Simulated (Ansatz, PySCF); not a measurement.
The pair A = stibine (SMILES [SbH3]) (first 4 atoms), B = C2H4 (SMILES C=C); geometry from B3LYP-D3(BJ)/def2-TZVP.
(charge 0, multiplicity 1):
```xyz
10

Sb     0.613    -0.141     0.647
H      1.195     0.487    -0.845
H      1.977     0.467     1.484
H     -0.280     1.288     0.952
C     -0.121     0.544     4.255
C     -0.275    -0.765     4.110
H      0.844     0.983     4.476
H     -0.953     1.230     4.152
H     -1.239    -1.204     3.885
H      0.558    -1.450     4.211
```

Frozen-core correlation. Filled d and f shells under p-block atoms count as core. CBS(a, b) extrapolates the correlation energy as X⁻³ and adds the Hartree–Fock energy of set b.

Programs: Ansatz (a quantum-chemistry and plane-wave program); PySCF for the dispersion terms.  In def2 rows elements past Kr take small-core potentials, without spin–orbit coupling.

The monomers are drawn apart, rigid, along the line of their centres of mass. Counterpoise-corrected interaction energies (kcal/mol):

```
level                                R = 5.084 Å  R = 6.536 Å
-----------------------------------  -----------  -----------
PBE/def2-TZVPPD                          -0.3074      -0.0585
PBE-D3(BJ)/def2-TZVPPD                   -0.6652      -0.1420
wB97M-V/def2-TZVPPD                      -0.5481      -0.1267
CCSD(T)/CBS(def2-SVPD, def2-TZVPPD)      -0.5168      -0.1208
```

Question: R is the distance of the centres of mass. Find the local exponent m of E ∝ R⁻ᵐ between the two points.

Answer: 
m = ln(E₁/E₂)/ln(R₂/R₁): PBE/def2-TZVPPD 6.6; PBE-D3(BJ)/def2-TZVPPD 6.1; wB97M-V/def2-TZVPPD 5.8; CCSD(T)/CBS(def2-SVPD, def2-TZVPPD) 5.8. For scale, two fixed dipoles give m = 3, dipole and quadrupole 4, quadrupoles 5, and dispersion or dipole-induced dipole 6 at long range; at these distances several terms mix, and what is left of overlap and damping shifts m, so it need not match one of them.
